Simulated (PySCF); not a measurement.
# CrF₄, triplet: structure and spectrum

Method: PySCF, UPBE, basis Cr def2-SVP, F def2-SVP (no relativity, density fitting).

The structure is a minimum.

- Point group: Td
- Bond lengths: Cr–F 1.705 Å (×4)
- Bond angles: F–Cr–F 109.5° (×6)
- Atomisation energy without zero-point energy: 1972 kJ/mol
- Zero-point energy: 24.3 kJ/mol
- Spin squared ⟨S²⟩: 2.010
- Heat capacity Cp at 298.15 K: 83.7 J/(mol K)
- Principal quadrupole moments (Buckingham, traceless) about the centre of mass: 0.00, 0.00, 0.00 D Å
- Entropy at 298.15 K and 1 bar (electronic part: spin only): 316.9 J/(mol K)
- Principal polarisabilities: 27.2, 27.2, 27.2 bohr³
- Lowest empty level (α): -4.99 eV
- Dipole moment: 0.00 D
- Enthalpy at 298.15 K above 0 K: 18.19 kJ/mol
- Rotational constants: 0.1144, 0.1144, 0.1144 cm⁻¹
- Highest occupied level (α): -6.86 eV
- Rotational symmetry number: 12

Harmonic modes (masses in u: Cr 51.941, F 18.998):
```csv
symmetry,ω (cm⁻¹),"IR (km/mol, summed over degenerate members)"
e,201,0.0
t2,203,58.4
a1,703,0.0
t2,782,409
```

In Td the vibrations span e + 2t2 + a1. The a1, e modes carry no infrared intensity, as symmetry demands.

Charges (e):
```
    atom  Mulliken  Löwdin  polar tensor  spin (Mulliken)  Mayer order to Cr1
     Cr1      1.16    0.33          2.08             1.80                   –
F2,3,4,5     -0.29   -0.08         -0.52             0.05                1.09
```

Mulliken populations on Cr1: s 6.15, p 12.50, d 4.18, f 0.01.

Outer orbital energies (eV). α occupied: -10.95, -10.95, -10.95, -10.24, -10.24, -10.24, -6.86, -6.86; empty: -4.99, -4.99, -4.99, -0.56. β occupied: -11.46, -11.46, -10.80, -10.80, -10.80, -10.07, -10.07, -10.07; empty: -4.65, -4.65, -4.18, -4.18.

Formally Cr is in oxidation state +4, d2, with 2 unpaired electrons (the high-spin count). The Mulliken spin on Cr is 1.80. The polar-tensor charge on Cr, 2.08, is far below the formal one.

Only a few start shapes were tried, so a lower isomer may exist. With open d or f shells other occupations or spin states may lie lower.

The final relaxation and frequency run took 24 s on 4 threads of a shared Arm Neoverse V1 host, with 87 basis functions and 8 gradients; the process peaked at 1.1 GiB. Launch command: `OMP_NUM_THREADS=4 python axn.py task.json out`.
